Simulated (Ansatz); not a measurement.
Mulliken charges of BH5OS2Si (`[SiH3]OB(S)S`) from PBE/def2-TZVPP in Ansatz (PBE0-D4/def2-TZVP geometry).

| atom | x (Å) | y (Å) | z (Å) | charge (e) |
| --- | --- | --- | --- | --- |
| Si1 | -0.033 | -1.296 | 1.286 | 0.316 |
| O2 | 0.285 | 0.133 | 0.521 | -0.242 |
| B3 | 0.034 | 0.711 | -0.674 | 0.248 |
| S4 | -0.894 | -0.191 | -1.957 | -0.203 |
| S5 | 0.618 | 2.393 | -1.023 | -0.205 |
| H6 | -0.702 | -2.244 | 0.359 | -0.044 |
| H7 | -0.910 | -1.010 | 2.446 | -0.049 |
| H8 | 1.259 | -1.855 | 1.747 | -0.048 |
| H9 | -0.858 | 0.784 | -2.878 | 0.112 |
| H10 | 1.201 | 2.577 | 0.173 | 0.114 |

Q: By hand: the dipole of these point charges (1 e Å = 4.8032 D).

A: Σ q r = (0.040, -0.098, 0.198) e Å, of length 0.225 e Å = 1.08 D.

Q: How does the dipole of the full density compare? (An estimate is asked.)

A: Ansatz gave: (0.045, -0.062, 0.175) e Å, 0.92 D; the point charges give 1.17 times that, at 7° from its direction.

Point charges leave out the atoms' own dipoles, such as those of lone pairs, and Mulliken's split depends on the basis, so the two needn't agree.
